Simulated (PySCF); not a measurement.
## Unknown: peak-picked proton spectrum

Formula C$_{3}$H$_{5}$F$_{3}$O. The spectrum was simulated from the full spin Hamiltonian at 700 MHz with 1.0 Hz Lorentzian lines, from shifts rounded to 0.01 ppm and J to 0.1 Hz, couplings under 1 Hz left out. Exchangeable protons (1H) are left uncoupled and out of the list.

Maxima in Hz from TMS (height), grouped by integral:
2H: 2933.6 (50), 2926.0 (100), 2918.4 (51)
2H: 1623.9 (6), 1616.3 (15), 1615.1 (21), 1607.4 (41), 1606.2 (24), 1599.8 (24), 1598.6 (41), 1590.9 (20), 1589.7 (15), 1582.1 (6)

¹³C{¹H} NMR (computed): δ 134.1 (q, J = 344.2 Hz), 62.2 (q, J = 2.8 Hz), 43.4 (q, J = 25.8 Hz).

[PySCF 2.14.0 with density-fitted response routines: shieldings: GIAO PBE0/pcSseg-1; GFN2-xTB structure; couplings computed with B3LYP/pcJ-1 (spin–dipole term only in couplings to heteroatoms); one computed conformer; equivalent nuclei averaged; non-relativistic; gas phase]

δ = σ(ref) − σ, references computed at the same level: ¹H (31.72 ppm) and ¹³C (186.93 ppm) vs TMS.

**Question.** Analyse the multiplets.

**Answer.** ¹H NMR (700 MHz, computed): δ 4.18 (t, J = 7.6 Hz, 2H), 2.29 (qt, J = 8.9, 7.6 Hz, 2H), 0.11 (br s, 1H). These are first-order names from the parameters used; overlap and second-order distortion can hide them in the list.

**Question.** What is the compound?

**Answer.** CF3(CH2)2OH (SMILES C(CCO)(F)(F)F).

Atom-mapped SMILES (the numbers label the heavy atoms): `[OH:1][CH2:2][CH2:3][C:4]([F:5])([F:6])[F:7]` (H(Xn): hydrogen on atom n).

- δ 4.18: H(C2), hydrogen on an sp3 CH2 bonded to O, coupled to H(C3) (7.6 Hz).
- δ 2.29: H(C3), hydrogen on an sp3 CH2, coupled to F5/F6/F7 (8.9 Hz), H(C2) (7.6 Hz).
- δ 0.11: H(O1), hydrogen on an alcohol oxygen.

The data come from this structure; uniqueness wasn't tested.

The OH or NH signal is concentration- and solvent-dependent in practice; the value given is the gas-phase one. Common functionals overestimate the size of one-bond C–F couplings by tens of Hz; these are unscaled. Multiplet labels drop couplings under 1 Hz and merge nearly equal ones. Unscaled 3J(H,H) at this level run about 10 % above measured values. Shifts are as computed. Against solution values, carbons near 30 ppm lie about +3 ppm off and those near 130 ppm about +5 ppm. Of 1211 compounds with measured shifts, 218 miss one by over three times the rms of a fit or turn the order of signals round; such compounds aren't used in these exercises. Couplings to exchangeable protons are dropped. Chain 3J(H,H) values assume equally populated staggered rotamers: (2 J gauche + J anti)/3.
